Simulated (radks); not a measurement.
Task: All-electron atom: W2+ in [Xe] 4f14 5d3 6p1 (not the ground configuration). All-electron calculation, scalar-relativistic Kohn-Sham, r2SCAN, spin-unpolarised, spherical densities, finite nucleus; meta-GGA in the generalised Kohn-Sham scheme; Fermi nuclear charge, rms radius 5.3658 fm. Program: a radial shooting solver on a logarithmic mesh with Libxc functionals. Some entries of the table are withheld. Estimate them.

| orbital | occ. | eigenvalue (eV) | <1/r> (bohr^-1) | r(max) (bohr) |
|---|---|---|---|---|
| 1s | 2 | -69583.68 | 87.05 | 0.01146 |
| 2s | 2 | -12053.40 | 20.37 | 0.06565 |
| 2p | 6 | -10542.02 | 18.45 | 0.05389 |
| 3s | 2 | -2801.982 | 7.555 | 0.1851 |
| 3p | 6 | -2352.262 | 6.969 | 0.1832 |
| 3d | 10 | -1833.918 | 6.575 | 0.1495 |
| 4s | 2 | -600.2985 | 3.199 | 0.4207 |
| 4p | 6 | -452.1368 | 2.909 | 0.4411 |
| 4d | 10 | -263.3177 | 2.588 | 0.4524 |
| 5s | 2 | -101.6323 | 1.250 | 0.9633 |
| 5p | 6 | -64.9097 | (1) | 1.089 |
| 4f | 14 | (2) | 2.086 | 0.4299 |
| 5d | 3 | -23.1036 | 0.7227 | 1.429 |
| 6s | 0 | -20.9026 | 0.4613 | (3) |
| 6p | 1 | -14.2792 | 0.3652 | 3.059 |
| 6d | 0 | -7.2015 | 0.2538 | 4.611 |

Result: 
(1) 5p <1/r> (bohr^-1): 1.059
(2) 4f eigenvalue (eV): -54.4639
(3) 6s r(max) (bohr): 2.461
